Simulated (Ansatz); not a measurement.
## Energy profile

The step: SiNH₅ ([NH2][SiH3]) + NH₃ + HF → SiN₂H₆ ([NH2][SiH2][NH2]) + HF + H₂; bonds formed: Si1–N7, H2–H8, H6–F9; bonds broken: Si1–H2, H6–N7, H8–F9 (atoms numbered as in the saddle structure below).

Si1  (-0.427, -0.569, 0.543)
H2  (0.848, 0.748, 0.989)
H3  (-1.473, -1.586, 0.153)
H4  (0.392, -1.334, 1.516)
N5  (-1.469, 0.749, 0.780)
H6  (1.214, 0.141, -1.153)
N7  (0.457, -0.642, -1.113)
H8  (1.396, 1.045, 0.275)
F9  (2.022, 1.236, -0.754)
H10  (-1.162, 1.650, 1.101)
H11  (-2.468, 0.624, 0.771)
H12  (-0.218, -0.510, -1.861)
H13  (0.888, -1.553, -1.248)
(Å)

Electronic energies by CCSD(T) at an estimated basis limit (MP2 extrapolated from triple and quadruple zeta, plus CCSD(T) − MP2 in triple zeta), on PBE0-D4/def2-TZVP structures; SiN$_{2}$H$_{9}$F, singlet; no counterpoise correction. Computed with Ansatz 0.2.0 (basis: def2-TZVPP and def2-QZVPP); correlated methods freeze the cores. Extrapolation: Hartree–Fock as exp(−7.88 √X), correlation as X^−2.97.

(1) Give the profile in kcal/mol, counted from the separated reactants. (To be estimated.)

No T1 diagnostic of these runs exceeds 0.012.

## Answers

(1) The calculation gives:
| point | kcal/mol |
| --- | --- |
| separated: SiNH$_{5}$ (linked as [NH2][SiH3]; Si1, H2, H3, H4, N5, H10, H11; singlet) + NH$_{3}$ (H6, N7, H12, H13; singlet) + HF (H8, F9; singlet) | 0.00 |
| start structure | -14.49 |
| saddle | 13.03 |
| end structure | -22.46 |
| separated: SiN$_{2}$H$_{6}$ (linked as [NH2][SiH2][NH2]; Si1, H3, H4, N5, N7, H10, H11, H12, H13; singlet) + H$_{2}$ (H2, H8; singlet) + HF (H6, F9; singlet) | -10.69 |

For scale, one of the runs: CCSD(T)/def2-TZVPP, 261 basis functions, launched by `ansatz run in.yaml --threads 8 --pin off --events-out ev --progress --plain --max-ram 19148MiB`. Hardware: 8 CPU threads of an Arm Neoverse V1, shared host. Wall time 94 s; peak host memory 6.4 GiB.
